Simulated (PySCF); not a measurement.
Ligand exchange on a metal centre used in film growth or etching (Zn CH3-SH). Gas-phase values, no solvent. One relaxed conformer stands for each flexible species; it need not be the lowest.

The HOMO from two functionals at the same geometries (TPSS-D3(BJ)/def2-SVP), both in PySCF: PBE-D3(BJ)/def2-TZVP and B3LYP-D3(BJ)/def2-TZVP. B3LYP has the VWN-RPA correlation part, as in Gaussian. 

| species | PBE-D3(BJ)/def2-TZVP (eV) | B3LYP-D3(BJ)/def2-TZVP (eV) |
|---|---|---|
| 0 of 2 CH3 replaced by SH | -6.03 | -6.94 |
| 1 of 2 CH3 replaced by SH ([Zn(CH3)(SH)]) | -5.90 | -6.84 |
| 2 of 2 CH3 replaced by SH ([Zn(SH)2]) | -6.30 | -7.24 |

Over these rows, drawn at random from the members with no instability flagged (it was tested for open shells, ions and some series alone), PBE minus B3LYP-D3(BJ): mean +0.93 eV, from +0.91 eV to +0.94 eV.
